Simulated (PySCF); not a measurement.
Species: C3HF6P.
SMILES with atom numbers: `[F:1][C:2]([F:3])([F:4])[C:5](=[PH:6])[C:7]([F:8])([F:9])[F:10]` (hydrogens: H11 on P6)

Computed with PySCF at wB97X-D/def2-SVPD, non-relativistic, on one gas-phase PBE0-D3(BJ)/def2-SVP geometry that isn't relaxed in the solvent. The solvent is an IEF-PCM continuum (cavity from Bondi-type radii × 1.2), and excitations are vertical TDDFT with non-equilibrium linear response and a frozen core. Only the electrostatic response of the medium enters.

Gas-phase singlets (H = HOMO, L = LUMO):

```tsv
state	E (eV)	λ (nm)	f	leading configurations
S1	4.559	272	0.010	H-1→L 99%
S2	5.619	221	0.242	H→L 95%
S3	6.601	188	0.001	H-2→L 86%, H-3→L 10%
S4	7.375	168	0.001	H-3→L 86%, H-2→L 11%
S5	7.894	157	0.005	H→L+1 80%, H→L+2 15%
```

Question: What are the lowest 5 singlets in chloroform (ε = 4.711)?

Answer: 
```
state  E (eV)  λ (nm)      f  leading configurations  change by rank (eV)
   S1   4.522     274  0.013               H-1→L 99%               -0.037
   S2   5.505     225  0.305                 H→L 96%               -0.114
   S3   6.643     187  0.002               H-2→L 88%               +0.042
   S4   7.562     164  0.001     H-3→L 89%, H-2→L 8%               +0.187
   S5   7.934     156  0.008    H→L+1 68%, H→L+2 28%               +0.040
```

Question: The ground-state energy changes by -0.095 eV from gas to chloroform. By how much does the total energy of gas-phase S1 change?

Answer: E(S1) = E(S0) + excitation energy, so it changes by -0.095 − 0.037 = -0.132 eV: it is lowered more than the ground state, which is what a red shift means. This is the vertical state, with the slow part of the continuum still set for S0.

Question: How do the frontier levels move from gas to chloroform?

Answer: 
```tsv
orbital	gas (eV)	solvent (eV)	change (eV)
LUMO+2	2.53	2.83	+0.30
LUMO+1	1.92	2.15	+0.23
LUMO	-1.55	-1.21	+0.34
HOMO	-10.96	-10.66	+0.30
HOMO-1	-11.21	-10.89	+0.32
HOMO-2	-13.34	-13.13	+0.21
HOMO-3	-13.84	-13.67	+0.17
```

The HOMO–LUMO gap goes from 9.40 to 9.45 eV.

On an Arm Neoverse V2 with one thread, shared host with 96 logical CPUs at a one-minute load of 61, this took 59 s of wall time and 1.0 GiB of memory at its peak. This is the whole response run at wB97X-D/def2-SVPD in chloroform, SCF included.

The values belong to the conformer `[F:1][C:2]([F:3])([F:4])[C:5](=[PH:6])[C:7]([F:8])([F:9])[F:10]`: F1–C2–C5–P6 107°, C2–C5–C7–F8 -78°.

The pairwise dispersion term of wB97X-D wasn't added to the energies; at a given geometry it leaves orbitals and properties as they are.
